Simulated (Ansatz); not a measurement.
Calculated with Ansatz (gas phase, PBE0-D4/def2-TZVP geometries, no zero-point term in ΔE). CBS: MP2 limit from def2 TZ/QZ plus the TZ coupled-cluster correction, frozen cores. This one scheme is used for every species. DFT in def2-TZVPP. For Ge outer-core shells are correlated without core-valence functions, which leaves a few kJ/mol of doubt a bond. Scalar relativity is left out up to krypton. Each species was taken in one conformer, which may not be the lowest.

Reaction (ligand exchange at the Si–C bond): `O[SiH2]C#[C][GeH2][OH]` + CH₃SH → `CS[SiH2]O` + `C#[C][GeH2][OH]`

```csv
level,ΔE (kcal/mol)
ωB97X-V,-5.7
ωB97M-V,-5.8
PBE,-5.7
CCSD/def2-TZVPP,-4.4
```

Task: What does CCSD(T)/CBS give? (Best estimate.)

Result: The calculation gave: -5.7 kcal/mol. The listed levels differ from it by 0.0, -0.1, 0.0, 1.3 kcal/mol.

Largest T1 diagnostic among the species: 0.012.

In def2-TZVPP, CCSD(T) changes the Hartree–Fock value by −1.5 kcal/mol (the triples alone add −0.2 kcal/mol) and MP2 by −1.9 kcal/mol. The D4 term adds −1.0 kcal/mol with B3LYP and −0.5 kcal/mol with PBE0; it sums over pairs of atoms, weighted by their polarisabilities, and B3LYP, whose exchange is more repulsive, gets the larger term.

B3LYP here is the variant with VWN-RPA as its local correlation; programs differ in this.
